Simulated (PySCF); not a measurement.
InFClBr, SMILES [F][In]([Cl])[Br].

Coordinates come from a PBE0-D3(BJ)/def2-SVP optimisation. The def2 effective core potentials stand for the cores of In; spin–orbit coupling is left out.

The numbers are results of CAM-B3LYP/def2-TZVPD in PySCF, not measurements.

Symmetry labels are those of the subgroup Cs that the program uses (full group Cs).

Computed valence orbital energies around the gap with their symmetry:
```tsv
orbital	symmetry	energy (eV)
HOMO−7	A'	-12.94
HOMO−6	A"	-12.80
HOMO−5	A'	-12.73
HOMO−4	A'	-11.62
HOMO−3	A"	-11.24
HOMO−2	A'	-10.99
HOMO−1	A"	-10.62
HOMO	A'	-10.49
LUMO	A'	-2.37
LUMO+1	A"	-1.04
LUMO+2	A'	0.57
LUMO+3	A'	0.77
```
